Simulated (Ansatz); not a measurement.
Ansatz (an electronic-structure program) input (B3LYP-D3(BJ)/def2-TZVP):

Ansatz 0.2 input:
```yaml
crystal:
  periodic: [false, false, false]
  atoms:
    - {symbol: B, position_ang: [-0.00000000, -0.00000000, -0.65016523]}
    - {symbol: F, position_ang: [0.00000000, 0.00000000, 0.56413896]}
    - {symbol: H, position_ang: [-0.00000000, -0.00000000, -1.82642451]}
basis:
  gaussian:
    orbitals: def2-TZVP
hamiltonian:
  xc: b3lyp
  dispersion: d3bj
total_charge: 1
phonons: {temperatures: {t_min: 298.15, t_max: 298.15, t_step: 100}}
```

Output:

```
Functional definition: B3LYP
integrals: 0.01 GiB planned
369 factors; their error is unknown
mean field: 0.12 GiB planned
mean field evaluation 1: about -3391.0391 eV, gradient 9.2e1 eV
mean field evaluation 2: about -3332.9940 eV, gradient 2.0e2 eV
mean field evaluation 4: about -3401.8549 eV, gradient 3.1e0 eV
mean field evaluation 8: about -3401.8783 eV, gradient 2.4e-2 eV
mean field -3401.87825814 eV, -125.0167201106 hartree, gradient 2.6e-6 eV, S^2 0.000000; 0 other end points of the search recorded, 0 dependent functions left out
the calculation of the forces begins
reference -3401.87839682 eV, -125.0167252070 hartree; 7, 7 occupied and 61, 61 virtual orbitals, 369 factors
these checks for a lower state are left out or cut short: stability, starts, cluster_reference, orbital_swaps, neighbouring_geometries, increment
integrals: 0.01 GiB planned
369 factors; their error is unknown
mean field: 0.12 GiB planned
mean field evaluation 16: about -3401.8720 eV, gradient 2.2e-1 eV
mean field -3401.87824069 eV, -125.0167194696 hartree, gradient 2.9e-6 eV, S^2 0.000000; 0 other end points of the search recorded, 0 dependent functions left out
the calculation of the forces begins
reference -3401.87837937 eV, -125.0167245660 hartree; 7, 7 occupied and 61, 61 virtual orbitals, 369 factors
these checks for a lower state are left out or cut short: stability, starts, cluster_reference, orbital_swaps, neighbouring_geometries, increment
integrals: 0.01 GiB planned
369 factors; their error is unknown
mean field: 0.12 GiB planned
mean field -3401.87824069 eV, -125.0167194696 hartree, gradient 2.9e-6 eV, S^2 0.000000; 0 other end points of the search recorded, 0 dependent functions left out
the calculation of the forces begins
reference -3401.87837937 eV, -125.0167245660 hartree; 7, 7 occupied and 61, 61 virtual orbitals, 369 factors
these checks for a lower state are left out or cut short: stability, starts, cluster_reference, orbital_swaps, neighbouring_geometries, increment
integrals: 0.01 GiB planned
369 factors; their error is unknown
mean field: 0.12 GiB planned
mean field evaluation 32: about -3401.8720 eV, gradient 2.2e-1 eV
mean field -3401.87824069 eV, -125.0167194696 hartree, gradient 2.9e-6 eV, S^2 0.000000; 0 other end points of the search recorded, 0 dependent functions left out
the calculation of the forces begins
reference -3401.87837937 eV, -125.0167245660 hartree; 7, 7 occupied and 61, 61 virtual orbitals, 369 factors
these checks for a lower state are left out or cut short: stability, starts, cluster_reference, orbital_swaps, neighbouring_geometries, increment
integrals: 0.01 GiB planned
369 factors; their error is unknown
mean field: 0.12 GiB planned
mean field -3401.87824069 eV, -125.0167194696 hartree, gradient 2.9e-6 eV, S^2 0.000000; 0 other end points of the search recorded, 0 dependent functions left out
the calculation of the forces begins
reference -3401.87837937 eV, -125.0167245660 hartree; 7, 7 occupied and 61, 61 virtual orbitals, 369 factors
these checks for a lower state are left out or cut short: stability, starts, cluster_reference, orbital_swaps, neighbouring_geometries, increment
integrals: 0.01 GiB planned
369 factors; their error is unknown
mean field: 0.12 GiB planned
mean field -3401.87793691 eV, -125.0167083057 hartree, gradient 2.9e-6 eV, S^2 0.000000; 0 other end points of the search recorded, 0 dependent functions left out
the calculation of the forces begins
reference -3401.87807569 eV, -125.0167134058 hartree; 7, 7 occupied and 61, 61 virtual orbitals, 369 factors
these checks for a lower state are left out or cut short: stability, starts, cluster_reference, orbital_swaps, neighbouring_geometries, increment
integrals: 0.01 GiB planned
369 factors; their error is unknown
mean field: 0.12 GiB planned
mean field -3401.87793976 eV, -125.0167084105 hartree, gradient 2.9e-6 eV, S^2 0.000000; 0 other end points of the search recorded, 0 dependent functions left out
the calculation of the forces begins
reference -3401.87807834 eV, -125.0167135032 hartree; 7, 7 occupied and 61, 61 virtual orbitals, 369 factors
these checks for a lower state are left out or cut short: stability, starts, cluster_reference, orbital_swaps, neighbouring_geometries, increment
integrals: 0.01 GiB planned
369 factors; their error is unknown
mean field: 0.12 GiB planned
mean field evaluation 64: about -3401.8720 eV, gradient 2.2e-1 eV
mean field -3401.87825391 eV, -125.0167199555 hartree, gradient 2.9e-6 eV, S^2 0.000000; 0 other end points of the search recorded, 0 dependent functions left out
the calculation of the forces begins
reference -3401.87839259 eV, -125.0167250519 hartree; 7, 7 occupied and 61, 61 virtual orbitals, 369 factors
these checks for a lower state are left out or cut short: stability, starts, cluster_reference, orbital_swaps, neighbouring_geometries, increment
integrals: 0.01 GiB planned
369 factors; their error is unknown
mean field: 0.12 GiB planned
mean field -3401.87825391 eV, -125.0167199555 hartree, gradient 2.9e-6 eV, S^2 0.000000; 0 other end points of the search recorded, 0 dependent functions left out
the calculation of the forces begins
reference -3401.87839259 eV, -125.0167250519 hartree; 7, 7 occupied and 61, 61 virtual orbitals, 369 factors
these checks for a lower state are left out or cut short: stability, starts, cluster_reference, orbital_swaps, neighbouring_geometries, increment
integrals: 0.01 GiB planned
369 factors; their error is unknown
mean field: 0.12 GiB planned
mean field -3401.87825391 eV, -125.0167199555 hartree, gradient 2.9e-6 eV, S^2 0.000000; 0 other end points of the search recorded, 0 dependent functions left out
the calculation of the forces begins
reference -3401.87839259 eV, -125.0167250519 hartree; 7, 7 occupied and 61, 61 virtual orbitals, 369 factors
these checks for a lower state are left out or cut short: stability, starts, cluster_reference, orbital_swaps, neighbouring_geometries, increment
integrals: 0.01 GiB planned
369 factors; their error is unknown
mean field: 0.12 GiB planned
mean field -3401.87825391 eV, -125.0167199555 hartree, gradient 2.9e-6 eV, S^2 0.000000; 0 other end points of the search recorded, 0 dependent functions left out
the calculation of the forces begins
reference -3401.87839259 eV, -125.0167250519 hartree; 7, 7 occupied and 61, 61 virtual orbitals, 369 factors
these checks for a lower state are left out or cut short: stability, starts, cluster_reference, orbital_swaps, neighbouring_geometries, increment
integrals: 0.01 GiB planned
369 factors; their error is unknown
mean field: 0.12 GiB planned
mean field evaluation 96: about -3401.8717 eV, gradient 3.1e-1 eV
mean field -3401.87802936 eV, -125.0167117033 hartree, gradient 2.9e-6 eV, S^2 0.000000; 0 other end points of the search recorded, 0 dependent functions left out
the calculation of the forces begins
reference -3401.87816807 eV, -125.0167168006 hartree; 7, 7 occupied and 61, 61 virtual orbitals, 369 factors
these checks for a lower state are left out or cut short: stability, starts, cluster_reference, orbital_swaps, neighbouring_geometries, increment
integrals: 0.01 GiB planned
369 factors; their error is unknown
mean field: 0.12 GiB planned
mean field -3401.87801968 eV, -125.0167113475 hartree, gradient 2.9e-6 eV, S^2 0.000000; 0 other end points of the search recorded, 0 dependent functions left out
the calculation of the forces begins
reference -3401.87815834 eV, -125.0167164431 hartree; 7, 7 occupied and 61, 61 virtual orbitals, 369 factors
these checks for a lower state are left out or cut short: stability, starts, cluster_reference, orbital_swaps, neighbouring_geometries, increment
integrals: 0.01 GiB planned
369 factors; their error is unknown
mean field: 0.12 GiB planned
mean field -3401.87825364 eV, -125.0167199453 hartree, gradient 2.6e-6 eV, S^2 0.000000; 0 other end points of the search recorded, 0 dependent functions left out
the calculation of the forces begins
reference -3401.87839232 eV, -125.0167250417 hartree; 7, 7 occupied and 61, 61 virtual orbitals, 369 factors
these checks for a lower state are left out or cut short: stability, starts, cluster_reference, orbital_swaps, neighbouring_geometries, increment
integrals: 0.01 GiB planned
369 factors; their error is unknown
mean field: 0.12 GiB planned
mean field -3401.87825364 eV, -125.0167199453 hartree, gradient 2.6e-6 eV, S^2 0.000000; 0 other end points of the search recorded, 0 dependent functions left out
the calculation of the forces begins
reference -3401.87839232 eV, -125.0167250417 hartree; 7, 7 occupied and 61, 61 virtual orbitals, 369 factors
these checks for a lower state are left out or cut short: stability, starts, cluster_reference, orbital_swaps, neighbouring_geometries, increment
integrals: 0.01 GiB planned
369 factors; their error is unknown
mean field: 0.12 GiB planned
mean field evaluation 128: about -3401.8783 eV, gradient 1.1e-5 eV
mean field -3401.87825364 eV, -125.0167199453 hartree, gradient 2.6e-6 eV, S^2 0.000000; 0 other end points of the search recorded, 0 dependent functions left out
the calculation of the forces begins
reference -3401.87839232 eV, -125.0167250417 hartree; 7, 7 occupied and 61, 61 virtual orbitals, 369 factors
these checks for a lower state are left out or cut short: stability, starts, cluster_reference, orbital_swaps, neighbouring_geometries, increment
integrals: 0.01 GiB planned
369 factors; their error is unknown
mean field: 0.12 GiB planned
mean field -3401.87825364 eV, -125.0167199453 hartree, gradient 2.6e-6 eV, S^2 0.000000; 0 other end points of the search recorded, 0 dependent functions left out
the calculation of the forces begins
reference -3401.87839232 eV, -125.0167250417 hartree; 7, 7 occupied and 61, 61 virtual orbitals, 369 factors
these checks for a lower state are left out or cut short: stability, starts, cluster_reference, orbital_swaps, neighbouring_geometries, increment
integrals: 0.01 GiB planned
369 factors; their error is unknown
mean field: 0.12 GiB planned
mean field -3401.87817188 eV, -125.0167169407 hartree, gradient 2.9e-6 eV, S^2 0.000000; 0 other end points of the search recorded, 0 dependent functions left out
the calculation of the forces begins
reference -3401.87831043 eV, -125.0167220325 hartree; 7, 7 occupied and 61, 61 virtual orbitals, 369 factors
these checks for a lower state are left out or cut short: stability, starts, cluster_reference, orbital_swaps, neighbouring_geometries, increment
integrals: 0.01 GiB planned
369 factors; their error is unknown
mean field: 0.12 GiB planned
mean field -3401.87817869 eV, -125.0167171909 hartree, gradient 1.4e-6 eV, S^2 0.000000; 0 other end points of the search recorded, 0 dependent functions left out
the calculation of the forces begins
reference -3401.87831749 eV, -125.0167222919 hartree; 7, 7 occupied and 61, 61 virtual orbitals, 369 factors
Total energy: -3401.90840408 eV, -125.0178279534 hartree
Atom 0 at    -0.000000    -0.000000    -0.650165 Å, force    -0.000000    -0.000000     0.000946 eV/Å
Atom 1 at     0.000000     0.000000     0.564139 Å, force     0.000000     0.000000    -0.000237 eV/Å
Atom 2 at    -0.000000    -0.000000    -1.826425 Å, force     0.000000     0.000000    -0.000710 eV/Å
Dipole moment:     0.000000    -0.000000    -0.733729 e Å
Vibrations: 740.31 740.31 1640.58 2847.16 cm⁻¹, zero-point energy 0.369991 eV
```
